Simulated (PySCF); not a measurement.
A calculated (UHF, PySCF 2.14, x2c-TZVPPall with one added diffuse shell each of s, p, d, f type, scalar relativity by spin-free X2C-1e) atom or ion has these occupied shells.

```json
{"shell": "1s α", "electrons": "1", "orbital energy (eV)": "-78845.9", "rms radius, mean of both spins (bohr)": "0.0194"}
{"shell": "1s β", "electrons": "1", "orbital energy (eV)": "-78845.8", "rms radius, mean of both spins (bohr)": "0.0194"}
{"shell": "2s α", "electrons": "1", "orbital energy (eV)": "-14020.7", "rms radius, mean of both spins (bohr)": "0.0782"}
{"shell": "2s β", "electrons": "1", "orbital energy (eV)": "-14020.2", "rms radius, mean of both spins (bohr)": "0.0782"}
{"shell": "2p α", "electrons": "3", "orbital energy (eV)": "-12200.6", "rms radius, mean of both spins (bohr)": "0.0716"}
{"shell": "2p β", "electrons": "3", "orbital energy (eV)": "-12200.1", "rms radius, mean of both spins (bohr)": "0.0716"}
{"shell": "3s α", "electrons": "1", "orbital energy (eV)": "-3380.3", "rms radius, mean of both spins (bohr)": "0.199"}
{"shell": "3s β", "electrons": "1", "orbital energy (eV)": "-3380.1", "rms radius, mean of both spins (bohr)": "0.199"}
{"shell": "3p α", "electrons": "3", "orbital energy (eV)": "-2839.1", "rms radius, mean of both spins (bohr)": "0.202"}
{"shell": "3p β", "electrons": "3", "orbital energy (eV)": "-2838.9", "rms radius, mean of both spins (bohr)": "0.202"}
{"shell": "3d α", "electrons": "5", "orbital energy (eV)": "-2226.6", "rms radius, mean of both spins (bohr)": "0.185"}
{"shell": "3d β", "electrons": "5", "orbital energy (eV)": "-2226.2", "rms radius, mean of both spins (bohr)": "0.185"}
{"shell": "4s α", "electrons": "1", "orbital energy (eV)": "-782.51", "rms radius, mean of both spins (bohr)": "0.441"}
{"shell": "4s β", "electrons": "1", "orbital energy (eV)": "-781.81", "rms radius, mean of both spins (bohr)": "0.441"}
{"shell": "4p α", "electrons": "3", "orbital energy (eV)": "-601.13", "rms radius, mean of both spins (bohr)": "0.469"}
{"shell": "4p β", "electrons": "3", "orbital energy (eV)": "-600.53", "rms radius, mean of both spins (bohr)": "0.469"}
{"shell": "4d α", "electrons": "5", "orbital energy (eV)": "-371.87", "rms radius, mean of both spins (bohr)": "0.503"}
{"shell": "4d β", "electrons": "5", "orbital energy (eV)": "-370.99", "rms radius, mean of both spins (bohr)": "0.503"}
{"shell": "5s α", "electrons": "1", "orbital energy (eV)": "-147.23", "rms radius, mean of both spins (bohr)": "1.02"}
{"shell": "5s β", "electrons": "1", "orbital energy (eV)": "-142.51", "rms radius, mean of both spins (bohr)": "1.02"}
{"shell": "4f α", "electrons": "7", "orbital energy (eV)": "-116.96", "rms radius, mean of both spins (bohr)": "0.564"}
{"shell": "4f β", "electrons": "7", "orbital energy (eV)": "-116.38", "rms radius, mean of both spins (bohr)": "0.564"}
{"shell": "5p α", "electrons": "3", "orbital energy (eV)": "-97.176", "rms radius, mean of both spins (bohr)": "1.17"}
{"shell": "5p β", "electrons": "3", "orbital energy (eV)": "-90.794", "rms radius, mean of both spins (bohr)": "1.17"}
{"shell": "5d α", "electrons": "5", "orbital energy (eV)": "-36.494", "rms radius, mean of both spins (bohr)": "1.62"}
{"shell": "5d β", "electrons": "2", "orbital energy (eV)": "-33.528", "rms radius, mean of both spins (bohr)": "1.62"}
{"shell": "6s α", "electrons": "1", "orbital energy (eV)": "-26.818", "rms radius, mean of both spins (bohr)": "2.69"}
```

Name the element and its charge.

Pt²⁺ (platinum, charge +2), in [Xe] 4f14 5d7 6s1, high-spin 5F determinant (an excited configuration).
